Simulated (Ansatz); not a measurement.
Consider the formal exchange of groups at a Ge–F bond: `C[NH][GeH2][F]` + CH₄ → `C[NH][GeH2][CH3]` + H–F.

Calculated with Ansatz (gas phase, PBE0-D4/def2-TZVP geometries, no zero-point term in ΔE). CCSD(T)/CBS is the MP2 limit (def2-TZVPP, def2-QZVPP) plus CCSD(T) − MP2 in def2-TZVPP, frozen cores. This one scheme is used for every species. Functionals use def2-TZVPP. B3LYP here is the variant with VWN-RPA as its local correlation; programs differ in this. For Ge outer-core shells are correlated without core-valence functions, which leaves a few kJ/mol of doubt a bond. Scalar relativity is left out up to krypton. One conformer a species, not always the lowest.

`C[NH][GeH2][F]`:

Z-matrix (Å, degrees):
```
C
N 1 1.450
H 1 1.097 2 113.8
H 1 1.094 2 110.4 3 122.0
H 1 1.093 2 109.6 3 -120.4
Ge 2 1.805 1 121.9 3 81.4
H 2 1.009 1 113.1 3 -63.2
F 6 1.754 2 111.6 1 -67.2
H 6 1.531 2 109.3 1 176.7
H 6 1.532 2 109.0 1 47.7
```

CH₄:

```xyz
5

C     0.000    0.000    0.000
H    -0.611    0.024    0.902
H     0.996    0.380    0.226
H    -0.460    0.622   -0.768
H     0.075   -1.026   -0.360
```

`C[NH][GeH2][CH3]`:

Cartesian coordinates in Å:
```
C 0.590 1.736 -0.464
N 1.191 0.599 0.202
Ge 0.457 -1.069 -0.062
C -1.440 -1.181 0.413
H 1.238 2.614 -0.379
H 0.489 1.522 -1.532
H -0.406 2.020 -0.091
H 1.398 0.795 1.171
H 1.285 -2.044 0.795
H 0.623 -1.379 -1.563
H -2.020 -0.462 -0.167
H -1.581 -0.969 1.474
H -1.824 -2.181 0.204
```

H–F:

```xyz
2

F     0.287    0.298    0.201
H    -0.287   -0.298   -0.201
```

CCSD(T)/CBS gives +91.5 kJ/mol.

Another level gave +93.0 kJ/mol. Which?
A. PBE0/def2-TZVPP
B. r2SCAN/def2-TZVPP
C. B3LYP/def2-TZVPP
D. CCSD(T)/def2-TZVPP

D. CCSD(T)/def2-TZVPP 93.0, PBE0 97.2, B3LYP 111.7, r2SCAN 106.2 kJ/mol.

Largest T1 diagnostic among the species: 0.011.

From r2SCAN to r2SCAN0 (25 % exact exchange), in def2-TZVPP and without D4, ΔE moves by −4.4 kJ/mol. The D4 term adds −7.0 kJ/mol with B3LYP and −4.0 kJ/mol with PBE0; it sums over pairs of atoms, weighted by their polarisabilities, and B3LYP, whose exchange is more repulsive, gets the larger term. At CCSD(T), def2-SVP lies +22.2 kJ/mol from the extrapolated value and def2-TZVPP +1.5 kJ/mol.
